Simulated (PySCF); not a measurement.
In(H)(Me)(Et) (C3H9In), SMILES C[CH2][InH][CH3].

Coordinates come from a PBE-D3(BJ)/def2-SVP optimisation. The structure was generated by enumeration; whether it is a known compound was not checked. The def2 effective core potentials stand for the cores of In; spin–orbit coupling is left out. The values are those of a single conformer.

Computed with PySCF with PBE-D3(BJ)/def2-SVP.

Frequencies are harmonic and unscaled.

```json
[
 {"mode": "1", "ν (cm⁻¹)": "24", "IR (km/mol)": "0.0", "moving atoms (share of kinetic energy)": "H 47 %, C 47 %"},
 {"mode": "2", "ν (cm⁻¹)": "33", "IR (km/mol)": "0.1", "moving atoms (share of kinetic energy)": "H 94 %"},
 {"mode": "3", "ν (cm⁻¹)": "78", "IR (km/mol)": "1.3", "moving atoms (share of kinetic energy)": "C 55 %, H 28 %, In 17 %"},
 {"mode": "4", "ν (cm⁻¹)": "192", "IR (km/mol)": "2.3", "moving atoms (share of kinetic energy)": "H 91 %, C 9 %"},
 {"mode": "5", "ν (cm⁻¹)": "215", "IR (km/mol)": "2.7", "moving atoms (share of kinetic energy)": "C 64 %, H 28 %, In 8 %"},
 {"mode": "6", "ν (cm⁻¹)": "316", "IR (km/mol)": "25.7", "moving atoms (share of kinetic energy)": "H 95 %"},
 {"mode": "7", "ν (cm⁻¹)": "412", "IR (km/mol)": "82.7", "moving atoms (share of kinetic energy)": "H 54 %, C 36 %, In 10 %"},
 {"mode": "8", "ν (cm⁻¹)": "460", "IR (km/mol)": "72.9", "moving atoms (share of kinetic energy)": "C 61 %, H 29 %, In 10 %"},
 {"mode": "9", "ν (cm⁻¹)": "499", "IR (km/mol)": "10.7", "moving atoms (share of kinetic energy)": "H 52 %, C 44 %"},
 {"mode": "10", "ν (cm⁻¹)": "565", "IR (km/mol)": "3.1", "moving atoms (share of kinetic energy)": "H 84 %, C 15 %"},
 {"mode": "11", "ν (cm⁻¹)": "651", "IR (km/mol)": "57.4", "moving atoms (share of kinetic energy)": "H 81 %, C 17 %"},
 {"mode": "12", "ν (cm⁻¹)": "698", "IR (km/mol)": "80.0", "moving atoms (share of kinetic energy)": "H 83 %, C 16 %"},
 {"mode": "13", "ν (cm⁻¹)": "899", "IR (km/mol)": "2.3", "moving atoms (share of kinetic energy)": "H 92 %"},
 {"mode": "14", "ν (cm⁻¹)": "931", "IR (km/mol)": "9.4", "moving atoms (share of kinetic energy)": "H 86 %, C 14 %"},
 {"mode": "15", "ν (cm⁻¹)": "1026", "IR (km/mol)": "11.3", "moving atoms (share of kinetic energy)": "C 77 %, H 23 %"},
 {"mode": "16", "ν (cm⁻¹)": "1126", "IR (km/mol)": "0.5", "moving atoms (share of kinetic energy)": "H 83 %, C 17 %"},
 {"mode": "17", "ν (cm⁻¹)": "1138", "IR (km/mol)": "11.8", "moving atoms (share of kinetic energy)": "H 67 %, C 33 %"},
 {"mode": "18", "ν (cm⁻¹)": "1197", "IR (km/mol)": "2.1", "moving atoms (share of kinetic energy)": "H 76 %, C 24 %"},
 {"mode": "19", "ν (cm⁻¹)": "1346", "IR (km/mol)": "8.3", "moving atoms (share of kinetic energy)": "H 82 %, C 18 %"},
 {"mode": "20", "ν (cm⁻¹)": "1378", "IR (km/mol)": "0.9", "moving atoms (share of kinetic energy)": "H 95 %"},
 {"mode": "21", "ν (cm⁻¹)": "1382", "IR (km/mol)": "1.4", "moving atoms (share of kinetic energy)": "H 95 %"},
 {"mode": "22", "ν (cm⁻¹)": "1384", "IR (km/mol)": "0.6", "moving atoms (share of kinetic energy)": "H 90 %, C 10 %"},
 {"mode": "23", "ν (cm⁻¹)": "1419", "IR (km/mol)": "1.3", "moving atoms (share of kinetic energy)": "H 97 %"},
 {"mode": "24", "ν (cm⁻¹)": "1426", "IR (km/mol)": "5.8", "moving atoms (share of kinetic energy)": "H 97 %"},
 {"mode": "25", "ν (cm⁻¹)": "1659", "IR (km/mol)": "270.4", "moving atoms (share of kinetic energy)": "H 99 %"},
 {"mode": "26", "ν (cm⁻¹)": "2947", "IR (km/mol)": "62.9", "moving atoms (share of kinetic energy)": "H 97 %"},
 {"mode": "27", "ν (cm⁻¹)": "2969", "IR (km/mol)": "11.5", "moving atoms (share of kinetic energy)": "H 95 %"},
 {"mode": "28", "ν (cm⁻¹)": "2977", "IR (km/mol)": "8.6", "moving atoms (share of kinetic energy)": "H 97 %"},
 {"mode": "29", "ν (cm⁻¹)": "3015", "IR (km/mol)": "4.6", "moving atoms (share of kinetic energy)": "H 91 %, C 9 %"},
 {"mode": "30", "ν (cm⁻¹)": "3022", "IR (km/mol)": "23.7", "moving atoms (share of kinetic energy)": "H 91 %, C 9 %"},
 {"mode": "31", "ν (cm⁻¹)": "3047", "IR (km/mol)": "27.7", "moving atoms (share of kinetic energy)": "H 91 %, C 9 %"},
 {"mode": "32", "ν (cm⁻¹)": "3077", "IR (km/mol)": "5.5", "moving atoms (share of kinetic energy)": "H 91 %, C 9 %"},
 {"mode": "33", "ν (cm⁻¹)": "3098", "IR (km/mol)": "6.4", "moving atoms (share of kinetic energy)": "H 90 %, C 10 %"}
]
```
